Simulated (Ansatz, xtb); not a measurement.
# H2O2SSi: which of two isomers lies lower

We compare a, `O=[Si](O)S`, a singlet, with b, `O[Si](O)=S`, a singlet. Both are isolated molecules in the gas phase, relaxed with PBE0-D3(BJ)/def2-SVP; the shapes shown needn't be the lowest conformers.

a (Å):

```xyz
6

O    -0.7720    1.0598    0.9985
O    -1.9063   -1.1064   -0.4454
S     0.3679    0.8092   -1.7515
Si   -0.9622    0.0830   -0.3056
H    -1.3302    0.8420    1.7557
H     0.8121    1.7981   -0.9428
```

b (Å):

```yaml
atoms:
  - { symbol: O, position_ang: [-1.5339, 1.1373, 3.2435] }
  - { symbol: O, position_ang: [-0.7195, -0.3037, 1.3037] }
  - { symbol: S, position_ang: [-3.7163, 0.8168, 0.8893] }
  - { symbol: Si, position_ang: [-2.0204, 0.5548, 1.7958] }
  - { symbol: H, position_ang: [-2.1909, 1.6815, 3.6921] }
  - { symbol: H, position_ang: [-0.8280, -0.7299, 0.4461] }
```

Q: Which of the two would you expect CCSD(T)/def2-TZVP electronic energies to favour?

A: Structure b; the calculation gives E(b) − E(a) = −18.1 kcal/mol.

Level by level:

```
               level              geometry  E(b) − E(a) (kcal/mol)  departure from the last row (kcal/mol)  job, with rough time for the two
            GFN2-xTB              GFN2-xTB                      +3.3                                   +21.4              optimisation, 0.79 s
           HF/STO-3G              GFN2-xTB                     −17.7                                    +0.4              single point, 0.74 s
  r2SCAN-D4/def2-SVP              GFN2-xTB                     −20.1                                    −2.0               single point, 4.7 s
PBE0-D3(BJ)/def2-SVP  PBE0-D3(BJ)/def2-SVP                     −21.7                                    −3.6                optimisation, 56 s
        HF/def2-TZVP  PBE0-D3(BJ)/def2-SVP                     −23.6                                    −5.4           part of the CCSD(T) run
       MP2/def2-TZVP  PBE0-D3(BJ)/def2-SVP                     −17.9                                    +0.2           part of the CCSD(T) run
   CCSD(T)/def2-TZVP  PBE0-D3(BJ)/def2-SVP                     −18.1                                                        single point, 99 s
```

As drawn, b has 1 O–Si, 1 S=Si, 1 O–H in place of 1 O=Si, 1 S–Si, 1 S–H.

GFN2-xTB puts the two in the other order. The largest departure from CCSD(T)/def2-TZVP is that of GFN2-xTB, 21.4 kcal/mol.

With harmonic frequencies from PBE0-D3(BJ)/def2-SVP (ideal gas, rigid rotor, one conformer each, 298.15 K, 1 atm): the zero-point term adds +2.0 kcal/mol; ΔH is −16.2 and ΔG −15.5 kcal/mol.

The correlated steps freeze 12 core orbitals. Codes used: Ansatz 0.2.0, xtb 6.7.1; the last row on 1 thread of Intel(R) Xeon(R) Processor @ 2.50GHz (Skylake/Cascade Lake) on a shared host.
